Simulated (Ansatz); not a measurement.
Abridged output of a molecular run in Ansatz:

```
Functional definition: HF
932 factors; integrals over basis functions are off by at most 1.1e-3 eV
mean field evaluation 1: about -70221.4778 eV, gradient 2.8e1 eV
mean field evaluation 2: about -70221.5012 eV, gradient 2.8e1 eV
mean field evaluation 4: about -70223.5175 eV, gradient 3.0e0 eV
mean field evaluation 8: about -70223.5538 eV, gradient 8.4e-2 eV
mean field evaluation 16: about -70223.5249 eV, gradient 3.1e-1 eV
mean field -70223.55383950 eV, -2580.6680043671 hartree, gradient 2.3e-6 eV, S^2 0.000000; 0 other end points of the search recorded, 0 dependent functions left out
15 core orbitals not correlated: weight in the atoms' cores, before any rotation towards them, 1.000 or more for the frozen orbitals, at most 0.000 for the correlated occupied ones
reference -70223.55383950 eV, -2580.6680043671 hartree; 15, 15 occupied and 64, 64 virtual orbitals, 932 factors
second order -13.92054570 eV of doubles, -0.00000000 eV of singles
cycle   1  -14.44384764 eV  change   -5.2e-1 eV  update   9.1e-2
cycle   2  -14.94404324 eV  change   -5.0e-1 eV  update   2.8e-2
cycle   3  -15.00376763 eV  change   -6.0e-2 eV  update   1.1e-2
cycle   4  -14.99806971 eV  change    5.7e-3 eV  update   2.9e-3
cycle   5  -14.99908068 eV  change   -1.0e-3 eV  update   1.1e-3
cycle   6  -14.99868405 eV  change    4.0e-4 eV  update   3.2e-4
cycle   7  -14.99861661 eV  change    6.7e-5 eV  update   9.6e-5
cycle   8  -14.99863558 eV  change   -1.9e-5 eV  update   3.4e-5
perturbative correction -0.39704318 eV, -0.0145910677 hartree
Total energy: -70238.94951826 eV, -2581.2337851260 hartree
```

Its atoms:

```xyz
9

Si   -0.139   -1.153    0.244
N     0.671    0.346    0.480
As    0.271    1.933   -0.371
H    -1.579   -1.097    0.623
H     0.538   -2.185    1.074
H    -0.077   -1.530   -1.193
H     1.259    0.476    1.286
H     0.313    1.389   -1.798
H    -1.258    1.822   -0.344
```

Task: Which basis set was used?
A. cc-pV(T+d)Z
B. def2-TZVPP
C. cc-pV(Q+d)Z
D. def2-SVP

Result: D. It gives 94 functions.

Task: Write the keys of the input that set method, charge and spin (a neutral closed shell needs none for the last two).

Result: 
```yaml
correlation: {method: ccsd_t}
```
